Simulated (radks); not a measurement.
Q: Fe4+, 22 electrons, occupied as [Ar] 3d4 (the NIST ground configuration). Method: Dirac Kohn-Sham, PBEsol, spin-unpolarised, spherical densities, finite nucleus; open shells are shared between the two j in proportion to 2j + 1; Fermi nuclear charge, rms radius 3.7377 fm; computed with a radial shooting solver on a logarithmic mesh with Libxc functionals.

Spin-orbit splittings of the eigenvalues, e(l+1/2) - e(l-1/2), with zeta = 2 splitting/(2l+1) and mean radii in bohr:

shell  occ.  splitting (eV)  zeta (eV)  <r> j=l-1/2  <r> j=l+1/2
2p        6           12.46      8.304       0.2336       0.2366
3p        6           1.642      1.094       0.8242       0.8323
3d        4               ?          ?       0.9180       0.9208
4p        0          0.2443     0.1629        2.309        2.324

Estimate the 3d splitting.

A: 0.1998 eV (zeta = 0.07991 eV).
